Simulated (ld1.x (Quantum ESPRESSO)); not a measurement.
## Reading a pseudo-wave (silver)

Columns: radius, all-electron u(r) and pseudo u(r) of the 4d shell (level -7.66 eV) of silver in the configuration [Ar] 3d10 4s2 4p6 4d10 5s1 5p0; LDA (PZ), scalar-relativistic, RRKJ scheme, ld1.x (Quantum ESPRESSO) 7.5.

| r (bohr) | all-electron | pseudo |
| --- | --- | --- |
| 0.075 | 0.1294 | -0.0021 |
| 0.150 | 0.3676 | -0.0163 |
| 0.225 | 0.4501 | -0.0522 |
| 0.300 | 0.3600 | -0.1151 |
| 0.375 | 0.1681 | -0.2048 |
| 0.450 | -0.0594 | -0.3157 |
| 0.525 | -0.2799 | -0.4380 |
| 0.600 | -0.4708 | -0.5598 |
| 0.675 | -0.6233 | -0.6702 |
| 0.750 | -0.7367 | -0.7611 |
| 0.825 | -0.8145 | -0.8279 |
| 0.900 | -0.8623 | -0.8706 |
| 0.975 | -0.8861 | -0.8914 |
| 1.050 | -0.8912 | -0.8944 |
| 1.125 | -0.8824 | -0.8840 |
| 1.200 | -0.8635 | -0.8642 |
| 1.275 | -0.8377 | -0.8379 |
| 1.350 | -0.8072 | -0.8072 |
| 1.425 | -0.7738 | -0.7738 |
| 1.500 | -0.7388 | -0.7388 |
| 1.575 | -0.7032 | -0.7032 |
| 1.650 | -0.6677 | -0.6677 |
| 1.725 | -0.6328 | -0.6328 |
| 1.800 | -0.5988 | -0.5988 |
| 1.875 | -0.5660 | -0.5660 |
| 1.950 | -0.5345 | -0.5345 |

**Question.** How many radial nodes do the two functions have?

**Answer.** The all-electron 4d function has n − l − 1 = 1; the pseudo-wave has 0, since the states of the same l below it are removed with the core.

**Question.** At about which radius was the pseudo-wave matched?

**Answer.** 1.45 bohr. The columns agree to 0.0005 from 1.27 bohr on; several derivatives are matched, so the curves merge somewhat inside the radius.

**Question.** Is the pseudo-wave norm-conserving?

**Answer.** Yes: the RRKJ scheme keeps the norm inside the radius equal to the all-electron one, which fixes the energy derivative of the logarithmic derivative at the level.
